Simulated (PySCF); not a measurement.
SbF₃, SMILES [Sb]([F])([F])[F]. Geometry optimised at B3LYP-D3(BJ)/def2-SVP. The isomer is the one that the SMILES or the coordinates give; other isomers of the formula were not compared. The def2 effective core potentials stand for the cores of Sb; spin–orbit coupling is left out.

Computed equilibrium geometry at B3LYP-D3(BJ)/def2-SVP (PySCF confirms it by a frequency run) as Cartesian coordinates in Å, and its point group:
point group C3v.
```xyz
4

Sb     0.0000     0.0000     0.3482
F      1.4236    -0.8219    -0.6577
F     -1.4236    -0.8219    -0.6577
F      0.0000     1.6438    -0.6577
```
Charge 0, spin multiplicity 1.
